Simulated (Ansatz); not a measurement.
F$_{2}$Sn, charge +1, doublet (typed; the unrestricted solution is spin-contaminated), geometry from GFN2-xTB of the parent state (such geometries of metal compounds can be far from the true shape) (a state made from the parent by changing its charge; the spin is typed, not shown lowest) (all electrons, no relativity); HF/STO-3G in Ansatz (a first-principles code).

Ansatz was given this input:
Ansatz 0.2 input:
```yaml
crystal:
  periodic: [false, false, false]
  atoms:
    - {symbol: Sn, position_ang: [0.01449829, -0.00777246, 0.34340333]}
    - {symbol: F, position_ang: [0.74067978, 1.44200224, -0.95472046]}
    - {symbol: F, position_ang: [-0.82122585, -1.39882190, -0.95307583]}
basis:
  gaussian:
    orbitals: STO-3G
hamiltonian:
  xc: hf
total_charge: 1
magnetization: {spin_polarized: true, initial_magnetization: 1}
```

Question: Predict the main parts of the log of this Ansatz run.

Answer: 
```
Functional definition: HF
501 factors; integrals over basis functions are off by at most 3.0e-5 eV
mean field evaluation 1: about -167587.8029 eV, gradient 2.4e1 eV
mean field evaluation 2: about -167587.8661 eV, gradient 2.4e1 eV
mean field evaluation 4: about -167597.7217 eV, gradient 4.1e0 eV
mean field evaluation 8: about -167598.4965 eV, gradient 3.4e-1 eV
mean field evaluation 16: about -167598.4830 eV, gradient 2.1e-5 eV
mean field evaluation 32: about -167598.2285 eV, gradient 1.2e0 eV
mean field evaluation 64: about -167597.5003 eV, gradient 9.7e-2 eV
mean field evaluation 96: about -167592.0582 eV, gradient 5.1e0 eV
mean field evaluation 128: about -167587.8696 eV, gradient 5.4e0 eV
mean field evaluation 160: about -167587.7996 eV, gradient 2.4e1 eV
mean field -167598.48298648 eV, -6159.1306474214 hartree, gradient 2.0e-5 eV, S^2 1.005060; 3 other end points of the search recorded, 0 dependent functions left out
reference -167598.48298648 eV, -6159.1306474214 hartree; 34, 33 occupied and 3, 4 virtual orbitals, 501 factors
Total energy: -167598.48298648 eV, -6159.1306474214 hartree
```
